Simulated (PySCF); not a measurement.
ReO3, SMILES [O]=[Re](=[O])=[O] (connectivity only; charge and spin as stated), neutral, multiplicity 2.

Coordinates come from a r2SCAN-D4/def2-TZVP optimisation. The spin state was assumed, not searched. The isomer is the one that the SMILES or the coordinates give; other isomers of the formula were not compared. The def2 effective core potentials stand for the cores of Re; spin–orbit coupling is left out.

The numbers are results of TDA-ωB97X/def2-SVPD in PySCF 2.14.0, not measurements.

Vertical excitations; the highest root listed may be one member of a degenerate set. Isolated molecule, no solvent.

Computed lowest excited states:
```json
[
 {"state": "root 1", "energy (eV)": "2.72", "λ (nm)": "457", "f": "0.000", "main pairs": "α HOMO→LUMO (degenerate set)"},
 {"state": "root 2", "energy (eV)": "2.72", "λ (nm)": "457", "f": "0.000", "main pairs": "α HOMO→LUMO+1 (degenerate set)"},
 {"state": "root 3", "energy (eV)": "2.90", "λ (nm)": "427", "f": "0.000", "main pairs": "β HOMO→LUMO 97 %"},
 {"state": "root 4", "energy (eV)": "3.05", "λ (nm)": "407", "f": "0.005", "main pairs": "β HOMO−1→LUMO (degenerate set)"},
 {"state": "root 5", "energy (eV)": "3.05", "λ (nm)": "407", "f": "0.005", "main pairs": "β HOMO−2→LUMO (degenerate set)"},
 {"state": "root 6", "energy (eV)": "3.62", "λ (nm)": "343", "f": "0.002", "main pairs": "β HOMO−3→LUMO 95 %"},
 {"state": "root 7", "energy (eV)": "4.06", "λ (nm)": "305", "f": "0.000", "main pairs": "α HOMO−1→LUMO+1, α HOMO−3→LUMO+1, α HOMO−2→LUMO, β HOMO→LUMO+2, β HOMO−2→LUMO+2, β HOMO−1→LUMO+1 (degenerate set)"},
 {"state": "root 8", "energy (eV)": "4.06", "λ (nm)": "305", "f": "0.000", "main pairs": "α HOMO−1→LUMO, α HOMO−2→LUMO+1, α HOMO−3→LUMO, β HOMO→LUMO+1, β HOMO−1→LUMO+2, β HOMO−2→LUMO+1 (degenerate set)"},
 {"state": "root 9", "energy (eV)": "4.38", "λ (nm)": "283", "f": "0.000", "main pairs": "α HOMO−2→LUMO 27 %, α HOMO−3→LUMO+1 27 %, β HOMO−2→LUMO+2 19 %, β HOMO−1→LUMO+1 19 %"},
 {"state": "root 10", "energy (eV)": "4.49", "λ (nm)": "276", "f": "0.000", "main pairs": "α HOMO−1→LUMO 32 %, α HOMO−4→LUMO+1 10 %, β HOMO−1→LUMO+2 16 %, β HOMO−2→LUMO+1 16 %, β HOMO→LUMO+1 12 %, β HOMO−3→LUMO+2 6 %"}
]
```
Unrestricted roots are not spin-pure.
